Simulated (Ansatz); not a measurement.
Total energies of C$_{2}$H$_{6}$FMoNO$_{2}$ (`C[N](C)[Mo](=[O])(=[O])[F]`).

Z-matrix (Å, degrees):
```
Mo
O 1 1.681
N 1 1.905 2 107.8
O 1 1.680 2 111.6 3 118.1
C 1 2.958 2 127.4 3 16.1
C 1 2.954 2 86.0 3 -11.0
F 1 1.861 2 110.4 3 -118.5
H 5 1.096 1 122.7 2 36.0
H 5 1.096 1 123.6 2 -114.8
H 5 1.090 1 78.3 2 140.6
H 6 1.096 1 122.7 2 77.3
H 6 1.090 1 78.2 2 -27.3
H 6 1.096 1 123.7 2 -131.7
```

The species carries charge 0 and has multiplicity 1. Correlated methods include outer-core shells of Mo, which these sets cover unevenly. Mo takes the def2 core potential. Geometry: relaxed with PBE0-D4/def2-TZVP. It is one conformer, not always the lowest. Basis def2-TZVPP, the Gaussian-basis code of Ansatz.

RPA on PBE orbitals: Hartree–Fock energy of these orbitals -450.50018 Eh, correlation -2.79069 Eh (frozen core).

```json
{"functional": "PBE", "energy without D4 (Eh)": "-453.05333", "D4 term (kJ/mol)": "-33.2"}
{"functional": "r2SCAN0", "energy without D4 (Eh)": "-453.14121", "D4 term (kJ/mol)": "-9.9"}
```

Q: Give the same for LDA (SPW92), revPBE, BLYP, r2SCAN, B97M-V, PBE0, B3LYP, r2SCANh, HSE06 (plane-wave form), BHLYP, CAM-B3LYP, LC-ωPBE, ωB97X-V, ωB97M-V, B2PLYP, PBE-QIDH. (An estimate is asked.)

A: The calculation gave: 
```json
{"functional": "LDA (SPW92)", "energy without D4 (Eh)": "-450.44371", "D4 term (kJ/mol)": "–"}
{"functional": "revPBE", "energy without D4 (Eh)": "-453.37764", "D4 term (kJ/mol)": "-97.6"}
{"functional": "BLYP", "energy without D4 (Eh)": "-453.34200", "D4 term (kJ/mol)": "-71.9"}
{"functional": "r2SCAN", "energy without D4 (Eh)": "-453.28424", "D4 term (kJ/mol)": "-8.4"}
{"functional": "B97M-V", "energy without D4 (Eh)": "-453.34247", "D4 term (kJ/mol)": "–"}
{"functional": "PBE0", "energy without D4 (Eh)": "-452.98235", "D4 term (kJ/mol)": "-28.2"}
{"functional": "B3LYP", "energy without D4 (Eh)": "-453.44409", "D4 term (kJ/mol)": "-53.1"}
{"functional": "r2SCANh", "energy without D4 (Eh)": "-453.22594", "D4 term (kJ/mol)": "-9.0"}
{"functional": "HSE06 (plane-wave form)", "energy without D4 (Eh)": "-452.96422", "D4 term (kJ/mol)": "-26.3"}
{"functional": "BHLYP", "energy without D4 (Eh)": "-453.06062", "D4 term (kJ/mol)": "-41.0"}
{"functional": "CAM-B3LYP", "energy without D4 (Eh)": "-453.22166", "D4 term (kJ/mol)": "-28.7"}
{"functional": "LC-ωPBE", "energy without D4 (Eh)": "-453.18318", "D4 term (kJ/mol)": "–"}
{"functional": "ωB97X-V", "energy without D4 (Eh)": "-453.23643", "D4 term (kJ/mol)": "–"}
{"functional": "ωB97M-V", "energy without D4 (Eh)": "-453.17924", "D4 term (kJ/mol)": "–"}
{"functional": "B2PLYP", "energy without D4 (Eh)": "-453.08590", "D4 term (kJ/mol)": "–"}
{"functional": "PBE-QIDH", "energy without D4 (Eh)": "-452.87488", "D4 term (kJ/mol)": "–"}
```

B3LYP takes the VWN-RPA correlation (the form of Gaussian; ORCA's B3LYP/G). HSE06 is the plane-wave form, built on full-range PBE exchange. The double hybrids freeze the cores in their second-order part.

LC-ωPBE has ω = 0.4 bohr⁻¹.
